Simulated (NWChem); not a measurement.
C3H3BF2; SMILES C1CB(C=1F)F

```xyz
9

F     -1.1641     1.7003     0.0062
B     -0.2223     0.7841    -0.0084
C      1.3775     0.8181    -0.0081
C      1.1923    -0.6984     0.0126
C     -0.1579    -0.7629    -0.0048
F     -0.9538    -1.8138    -0.0023
H      1.8769     1.2117    -0.9091
H      1.8759     1.2394     0.8810
H      1.9489    -1.4918     0.0375
```
Atoms are numbered in this order, from 1.

Results from NWChem. All runs use the structure optimised with PBE0/def2-SVP. Level M06-2X/def2-SVP: energy and gradient on several grids; changes count from the extra-fine grid, which is no exact limit either.

Problem. Which is the coarsest grid (coarse; medium; xcoarse; fine; xfine) from which on the energy stays within 50 μHa and each gradient component within 100 μHa/bohr of xfine?

Solution. fine.
```tsv
grid	size of the energy change (μHa)	largest change of a gradient component (μHa/bohr)	time, medium = 1 (rough)
xcoarse	5000	4000	about 1
coarse	1000	400	about 1
medium	40	200	about 1
fine	< 10	40	about 1
xfine	< 10	< 30	3
```
